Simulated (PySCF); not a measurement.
Structure problem from calculated spectra and properties.

Formula: C8H9F3.

| Property | Result |
| --- | --- |
| 13C NMR | chemical shifts (computed TMS as zero) by class: 167.9 (1 C), 139.9 (1 C), 48.7 (1 C), 43.0 (2 C), 37.9 (1 C), 30.9 (1 C), 30.9 (1 C) ppm [GIAO PBE0/pcSseg-1] |
| Dipole | 2.26 D [PBE0/pcSseg-1] |
| NMR, other nuclei | isotropic shieldings of nuclei other than C and H, by class: 276 (1 F), 297 (1 F), 361 (1 F) ppm [GIAO PBE0/pcSseg-1] |
| Rotational structure | rotational constants A, B, C: 2.187, 0.786, 0.638 GHz [GFN2-xTB] |
| 1H NMR | chemical shifts (computed TMS as zero) by class: 2.34 (1 H), 2.07 (2 H), 1.92 (2 H), 1.81 (2 H), 0.99 (2 H) ppm [GIAO PBE0/pcSseg-1] |

Gas-phase values; electronic properties from PySCF, density fitting. Levels stand in brackets. Isolated species at its GFN2-xTB geometry (one conformer only). Each NMR value is the plain mean over a class of atoms that symmetry, rotation or inversion makes alike.

Question: Propose a structure and show how it fits.

Answer: Numbering: `[F:1][C:2]([F:3])=[C:4]([F:5])[C@:6]12[CH2:7][CH2:8][C@H:9]([CH2:10]1)[CH2:11]2`. Its formula, C8H9F3, gives 3 degrees of unsaturation: 2 rings and 1 π bond in the structure found. 8 carbons fall into 7 classes; from least to most shielded: =CF2 carbon [C2] (167.9 ppm), vinylic C–F carbon [C4] (139.9 ppm), sp3 carbon at a ring junction [C6] (48.7 ppm), four-membered-ring carbon [C10/C11] (43.0 ppm, 2 C), sp3 carbon at a ring junction [C9] (37.9 ppm), ring CH2 carbon [C8] (30.9 ppm), ring CH2 carbon [C7] (30.9 ppm). Hydrogen classes from least to most shielded: 1 H on an sp3 carbon at a ring junction, C9 (2.34 ppm), 2 H on 2 four-membered-ring carbons, C10/C11 (2.07 ppm), 2 H on a ring CH2 carbon, C7 (1.92 ppm), 2 H on a ring CH2 carbon, C8 (1.81 ppm), 2 H on 2 four-membered-ring carbons, C10/C11 (0.99 ppm). The other shieldings belong to: 276 ppm, vinyl fluorine [F1]; 297 ppm, vinyl fluorine [F3]; 361 ppm, vinyl fluorine [F5]. The optimised geometry has point group Cs and is an asymmetric top. Structure: `FC(F)=C(F)[C@]12CC[C@H](C1)C2`. Computed isomers that give other values at the same levels: `C=C[C@@H]1CC(=C)[C@H]1C(F)(F)F` (13C chemical shifts (computed TMS as zero) by class: 149.6 (1 C), 148.0 (1 C), 135.9 (1 C), 122.6 (1 C), 121.7 (1 C), 54.2 (1 C), 38.2 (1 C), 37.0 (1 C) ppm); `C=C[C@@H]1CC(=C)[C@@H]1C(F)(F)F` (13C chemical shifts (computed TMS as zero) by class: 148.4 (1 C), 147.6 (1 C), 135.3 (1 C), 125.2 (1 C), 121.2 (1 C), 52.6 (1 C), 37.6 (1 C), 37.6 (1 C) ppm); `C=C(/C=C\C)C(=C)C(F)(F)F` (13C chemical shifts (computed TMS as zero) by class: 147.8 (1 C), 146.4 (1 C), 140.1 (1 C), 136.9 (1 C), 133.1 (1 C), 130.4 (1 C), 126.9 (1 C), 21.9 (1 C) ppm). The assignments are read from this structure; whether some other isomer fits the data as well wasn't checked.
